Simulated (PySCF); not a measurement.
C₂H₆ClFSi₂, SMILES Cl[Si@H]1[C@@H](F)C[SiH2]1.

Coordinates come from a B3LYP-D3(BJ)/def2-SVP optimisation. The structure was generated by enumeration; whether it is a known compound was not checked.

The numbers are results of M06-2X/def2-TZVP (PySCF), not measurements.

The molecule is in vacuum.

Estimate the frontier levels, gap, dipole moment and polarisability. (An estimate is asked for; the answer gives what the named calculation found.)


```json
{
  "highest_occupied_level": "-8.65 eV",
  "lowest_empty_level": "0.04 eV",
  "orbital_gap": "8.69 eV",
  "dipole_moment": "0.572 e·Å",
  "quadrupole, principal values (traceless, Buckingham form, about the centre of nuclear charge)": "-5.55, 0.50, 5.05 D·Å",
  "mean_static_polarisability": "87.7 bohr³ (13.00 Å³)",
  "polarisability_principal_values": "79.3, 83.2, 100.7 bohr³"
}
```
